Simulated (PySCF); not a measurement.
Compound: pyridine-N-oxide, C5H5NO.
SMILES: `[O-][n+]1ccccc1`

Theory: PBE0-D3(BJ)/def2-SVP geometry optimisation, gas phase in PySCF 2.14.0.

Take the most abundant isotopes and a rigid rotor. 

Q: What are A, B and C (GHz)?

A: Ia = 85.20, Ib = 179.76, Ic = 264.96 u·Å²; 505379 MHz·u·Å²/I gives 5932, 2811 and 1907 MHz, that is A = 5.9318, B = 2.8113, C = 1.9074 GHz.

Q: Classify the top.

A: An asymmetric top; Ray's κ = -0.551.

Q: Is it planar, by Δ = Ic − Ia − Ib?

A: Planar: Δ = Ic − Ia − Ib = 0.00 u·Å². For a rigid frame Δ = −2 Σ m c², so it vanishes when all atoms lie in the ab plane; here none is more than 0.01 Å from it.

Q: Give the coordinates in the principal-axis frame, origin at the centre of mass.

A: The sense of each axis is arbitrary; atoms in the order of the calculation.
```json
{"atom": "O1", "mass (u)": "15.995", "a (Å)": "2.197", "b (Å)": "0.000", "c (Å)": "-0.001"}
{"atom": "N2", "mass (u)": "14.003", "a (Å)": "0.948", "b (Å)": "0.000", "c (Å)": "0.000"}
{"atom": "C3", "mass (u)": "12.000", "a (Å)": "0.242", "b (Å)": "-1.176", "c (Å)": "0.001"}
{"atom": "C4", "mass (u)": "12.000", "a (Å)": "-1.139", "b (Å)": "-1.191", "c (Å)": "0.000"}
{"atom": "C5", "mass (u)": "12.000", "a (Å)": "-1.863", "b (Å)": "0.000", "c (Å)": "-0.001"}
{"atom": "C6", "mass (u)": "12.000", "a (Å)": "-1.140", "b (Å)": "1.191", "c (Å)": "0.000"}
{"atom": "C7", "mass (u)": "12.000", "a (Å)": "0.242", "b (Å)": "1.176", "c (Å)": "0.001"}
{"atom": "H8", "mass (u)": "1.008", "a (Å)": "0.878", "b (Å)": "-2.060", "c (Å)": "0.002"}
{"atom": "H9", "mass (u)": "1.008", "a (Å)": "-1.643", "b (Å)": "-2.160", "c (Å)": "0.000"}
{"atom": "H10", "mass (u)": "1.008", "a (Å)": "-2.954", "b (Å)": "-0.001", "c (Å)": "-0.003"}
{"atom": "H11", "mass (u)": "1.008", "a (Å)": "-1.644", "b (Å)": "2.160", "c (Å)": "0.000"}
{"atom": "H12", "mass (u)": "1.008", "a (Å)": "0.877", "b (Å)": "2.061", "c (Å)": "0.002"}
```

Q: List the rotational levels J(Ka,Kc) to J = 5 (MHz).

A: Above 0(0,0):
J = 1: 1(0,1) 4719, 1(1,1) 7839, 1(1,0) 8743
J = 2: 2(0,2) 13987, 2(1,2) 16373, 2(1,1) 19084, 2(2,1) 28446, 2(2,0) 28615
J = 3: 3(0,3) 27500, 3(1,3) 29075, 3(1,2) 34479, 3(2,2) 42602, 3(2,1) 43413, 3(3,1) 60561, 3(3,0) 60582
J = 4: 4(0,4) 44949, 4(1,4) 45855, 4(1,3) 54756, 4(2,3) 61344, 4(2,2) 63580, 4(3,2) 79723, 4(3,1) 79862, 4(4,1) 104479, 4(4,0) 104481
J = 5: 5(0,5) 66156, 5(1,5) 66625, 5(1,4) 79651, 5(2,4) 84561, 5(2,3) 89167, 5(3,3) 103719, 5(3,2) 104252, 5(4,2) 128448, 5(4,1) 128465, 5(5,1) 160252, 5(5,0) 160252
The levels of one J sum to (2J + 1)J(J + 1)(A + B + C)/3.

Q: Which types of transition are allowed, and where do some lines up to J = 5 fall?

A: The dipole components are |μa| = 3.73 D, |μb| = 0.00 D, |μc| = 0.00 D; the symmetry axis of this C2v structure is a, so μb and μc vanish by symmetry and there are no b-type or c-type lines. Some lines, for components of 0.1 D or more:

```csv
type,branch,"J(Ka,Kc)",MHz,lower level (cm⁻¹)
a,Q,"1(1,0) ← 1(1,1)",904,0.261
a,R,"1(0,1) ← 0(0,0)",4719,0.000
a,Q,"3(1,2) ← 3(1,3)",5404,0.970
a,R,"2(1,2) ← 1(1,1)",8533,0.261
a,Q,"4(1,3) ← 4(1,4)",8901,1.530
a,R,"4(1,4) ← 3(1,3)",16780,0.970
a,R,"4(1,3) ← 3(1,2)",20277,1.150
a,R,"5(0,5) ← 4(0,4)",21207,1.499
a,R,"5(4,2) ← 4(4,1)",23969,3.485
a,R,"5(3,2) ← 4(3,1)",24390,2.664
```

Q: Estimate the classical rotational partition function at 200 K, 298.15 K and 500 K.

A: Point group C2v, symmetry number σ = 2; q = (√π/σ)·√((kT/h)³/(ABC)), k/h = 20836.6 MHz/K: 42300 at 200 K, 76900 at 298.15 K, 167000 at 500 K.

No PBE0-D3(BJ)/def2-SVP frequencies stand behind this structure, so it isn't proved a minimum. These are rigid-rotor constants of the computed structure; measured ground-state constants (B0) also hold zero-point vibration. Quadrupole hyperfine structure (14N) is left out.

On one thread of an Arm Neoverse V1, on a shared host, this took 27 s of wall time. This is the geometry optimisation.
